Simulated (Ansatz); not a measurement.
```yaml
crystal:
  periodic: [false, false, false]
  atoms:
    - {symbol: Ga, position_ang: [1.280905, -0.702040, 1.506996]}
    - {symbol: Ga, position_ang: [0.039799, 1.578712, -0.956542]}
    - {symbol: Ga, position_ang: [-0.090036, 1.417468, 1.544804]}
    - {symbol: Ga, position_ang: [-0.651423, -1.912122, -0.570299]}
    - {symbol: Ga, position_ang: [-2.019915, 0.209083, -0.529057]}
    - {symbol: Ga, position_ang: [1.440670, -0.591101, -0.995903]}
basis:
  gaussian: {orbitals: def2-TZVP}
magnetization: {spin_polarized: true, initial_magnetization: 2}
hamiltonian: {xc: pbe0, dispersion: d4}
scf: {omitted_lower_state_checks: [starts]}
output: {orbitals: {seedname: orbitals}}
```

```sh
$ ansatz run in.yaml --threads 4 --pin off --events-out ev --progress --plain --max-ram 4787MiB
```

Problem. Does this run fit into the memory that it is given?

Solution. No. It has 288 basis functions, and Ansatz plans for 5.18 GiB where 4.67 GiB are given.
